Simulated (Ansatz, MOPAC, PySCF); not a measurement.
Torsion H3–Si1–P2–H6 in silylphosphine (SMILES [SiH3]P); at each angle all else is relaxed with GFN2-xTB, and the levels are single points there.
Geometry at 40° (charge 0, multiplicity 1):
```xyz
7

Si    -0.82877     0.06549    -0.03139
P      1.40672     0.05005    -0.07431
H     -1.42814    -0.90355    -0.95226
H     -1.24743     1.41488    -0.40799
H     -1.23391    -0.24603     1.33838
H      1.51752    -0.09954    -1.44455
H      1.53477    -1.31017     0.14126
```
Energies count from the point at 40°.

Rows in 6-31G* carry no dispersion term and start afresh at each structure (6-31G* with six Cartesian d functions). MP2/6-31G* freezes PySCF's default core. The state that PM3 reach isn't checked.

The values were computed with Ansatz (a quantum-chemistry and plane-wave program) with Gaussian orbitals; MOPAC for PM3 (differences of heats of formation); PySCF for 6-31G* rows, the dispersion terms. Each number belongs to the level named beside it.

Energies in meV.

```
dihedral (°)         PM3  BLYP-D4/def2-TZVPP  r2SCAN/def2-TZVPP  wB97M-V/def2-TZVPP  MP2/6-31G*
------------  ----------  ------------------  -----------------  ------------------  ----------
0             (withheld)                52.5               56.6                53.6        60.0
20                   6.1                22.5               24.3                23.0        26.2
40                   0.0                 0.0                0.0                 0.0         0.0
60                  -0.4                 5.1                5.5                 5.1         5.1
80                   5.2                33.6               36.3                34.1        37.2
100                 11.8                58.8               63.5                59.9        66.3
120           (withheld)                54.1               58.2                55.0        61.4
```

**Question.** Some entries are withheld; supply them.

**Answer.** 
- 0, PM3: 12.0
- 120, PM3: 12.8
